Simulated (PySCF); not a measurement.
GaBr2, SMILES [Br][Ga+][Br], charge +1. Coordinates come from a B3LYP-D3(BJ)/def2-SVP optimisation. The spin state was assumed, not searched. The isomer is the one that the SMILES or the coordinates give; other isomers of the formula were not compared.

Computed equilibrium geometry at B3LYP-D3(BJ)/def2-SVP (PySCF confirms it by a frequency run) as bond lengths and angles, and its point group:
point group D∞h.
Atoms: Ga1 Br2 Br3. Bond lengths (Å): Ga1–Br2 2.192, Ga1–Br3 2.192. Bond angles (°): Br2–Ga1–Br3 180.0.
Charge +1, spin multiplicity 1.
